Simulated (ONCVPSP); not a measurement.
# Scattering properties, ONCV potential for Rb (Z = 37)

- Element: Rb (Z = 37)
- Generator: ONCVPSP 4.0.1
- Type: optimised norm-conserving Vanderbilt (ONCV)
- Functional: LDA (Perdew-Wang 92)
- Relativity: scalar-relativistic
- Frozen core: [Ar] 3d10
- Valence charge: 9
- Reference configuration: 4s2 4p6 5s1
- Partial waves: 4s+5s: rc 2.30 bohr, ncon 4, nbas 9, qcut 6.6 1/bohr, 2 projectors; 4p: rc 2.30 bohr, ncon 4, nbas 9, qcut 5.7 1/bohr, 2 projectors, debl 0.3 Ha; d scattering state at 0.05 Ha: rc 2.35 bohr, ncon 3, nbas 7, qcut 4.2 1/bohr, 2 projectors, debl 2.2 Ha
- Local potential: polynomial inside 1.95 bohr (lpopt 5, dvloc0 0 Ha)
- Core correction: none

In the p channel the program set the typed energies aside and used -0.589, 0.250 Ha.

The phase is arctan(r·R′/R) of the radial function R(r), unwrapped; energies in Ha, scanned from -3 to 5 Ha. A pole is an energy at which the radial function vanishes at the test radius. The pseudo phase is shifted by a multiple of π to meet the all-electron one at the reference energy, and phase errors are pseudo minus all-electron; the curves can meet again beyond the range given. Levels narrower than the energy grid can be missing from the lists of poles.

**Question.** For each channel, where are the poles, and over which energies does the pseudopotential scatter like the atom?

**Answer.**

```tsv
channel	radius (bohr)	reference energy (Ha)	poles, all-electron	poles, pseudo	unbroken range about the reference energy with phases within 0.05 rad	phase error 1 Ha above the reference energy (rad)
s	2.34	-0.09	-0.94, 3.46	-0.94, 3.44	the whole range	-0.000
p	2.34	-0.59	-0.17, 4.17	-0.17, 4.10	the whole range	-0.000
d	2.39	0.05	1.02	1.03	the whole range	+0.002
```

Phases in the p channel:

```
E (Ha)  all-electron  pseudo
 -2.98         1.329   1.329
 -2.76         1.313   1.313
 -2.54         1.294   1.294
 -2.32         1.269   1.269
 -2.10         1.238   1.238
 -1.88         1.194   1.194
 -1.66         1.130   1.130
 -1.44         1.022   1.022
 -1.22         0.806   0.806
 -1.00         0.244   0.244
 -0.78        -0.755  -0.755
 -0.56        -1.267  -1.267
 -0.34        -1.477  -1.477
 -0.12        -1.594  -1.594
  0.10        -1.680  -1.680
  0.32        -1.757  -1.757
  0.54        -1.843  -1.843
  0.76        -1.954  -1.954
  0.98        -2.128  -2.128
  1.20        -2.449  -2.450
  1.42        -3.058  -3.060
  1.64        -3.734  -3.737
  1.86        -4.117  -4.119
  2.08        -4.312  -4.313
  2.30        -4.424  -4.425
  2.52        -4.496  -4.498
  2.74        -4.548  -4.550
  2.96        -4.587  -4.589
  3.18        -4.617  -4.620
  3.40        -4.643  -4.646
  3.62        -4.666  -4.669
  3.84        -4.686  -4.690
  4.06        -4.704  -4.709
  4.28        -4.721  -4.728
  4.50        -4.739  -4.748
  4.72        -4.756  -4.768
  4.94        -4.775  -4.791
```
